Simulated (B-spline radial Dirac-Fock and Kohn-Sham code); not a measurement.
# Relativistic shifts of the levels of Cs⁵¹⁺

System: Cs⁵¹⁺, [He] 2s2.

Both columns are ΔSCF binding energies of the configuration average from an atomic code on a B-spline grid: non-relativistic Hartree-Fock with a point nucleus, and Dirac-Fock with a finite nucleus and the Coulomb interaction alone, averaged over the two j levels with weights 2j+1.

```csv
shell,Hartree-Fock (eV),Dirac-Fock (eV),shift (eV),shift (%)
1s,39642.4,41339.1,+1696.64,+4.28
2s,9481.2,9987.8,+506.61,+5.34
```

Relativity binds 1s, 2s more strongly, among those listed most of all 2s in relative terms.

Values without a named source are computed, but for edge energies of neutral atoms, which are taken from tables.
